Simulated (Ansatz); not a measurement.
`CB(C)N=C=O` + H₂Se → `CB(C)[SeH]` + `N=C=O` at 400 K and 1 bar (ligand exchange at a B–N bond).

Calculated with Ansatz (gas phase, PBE0-D4/def2-TZVP geometries, no zero-point term in ΔE). CCSD(T)/CBS is the MP2 limit (def2-TZVPP, def2-QZVPP) plus CCSD(T) − MP2 in def2-TZVPP, frozen cores. This one scheme is used for every species. For Se outer-core shells are correlated without core-valence functions, which leaves a few kJ/mol of doubt a bond. Scalar relativity is left out up to krypton. One conformer a species, not always the lowest.

```tsv
species	CCSD(T)/CBS energy (Eh)	H − E (kJ/mol)	S (J/(mol·K))
`CB(C)N=C=O`	-272.49504	274.4	406.3
H₂Se	-2401.89790	49.4	229.5
`CB(C)[SeH]`	-2505.86300	256.4	374.8
`N=C=O`	-168.51995	72.4	252.4
```

H − E and S are ideal-gas, rigid-rotor, harmonic terms from PBE0-D4/def2-TZVP, for one conformer and one mirror image of each species. 1 Eh = 2625.50 kJ/mol, R = 8.31446 J/(mol·K).

Q: By hand: ΔE, ΔH, ΔS and ΔG.

A: ΔE = (-2505.86300) + (-168.51995) − (-272.49504) − (-2401.89790) = 0.00999 Eh = 26.2 kJ/mol. Δ(H − E) = 256.4 + 72.4 − 274.4 − 49.4 = 5.0, so ΔH = 31.2 kJ/mol. ΔS = 374.8 + 252.4 − 406.3 − 229.5 = -8.6 J/(mol·K). ΔG = 31.2 − 400 × (-8.6)/1000 = 34.6 kJ/mol.

Q: By hand: the equilibrium constant, and the temperature at which ΔG would vanish if ΔH and ΔS stayed fixed.

A: log₁₀ K = −ΔG/(RT ln 10) = -4.5. ΔH and −TΔS have one sign here, so there is no such temperature.

The number of gas molecules stays the same, so ΔS is small and ΔH decides. A doubt of 5 kJ/mol in ΔE shifts log₁₀ K by 0.7 here. Other conformers and mirror images would add mixing entropy, several J/(mol·K) or more a flexible species. Modes under 60 cm⁻¹, often nearly free rotors, make the harmonic entropy too high. These are equilibria of isolated gas molecules and say nothing of rates. Largest T1 diagnostic: 0.018 (customary marks: 0.02 for closed shells, 0.045 for open ones).

ΔS is within the doubt of such terms, so its sign, and with it that verdict, could turn.
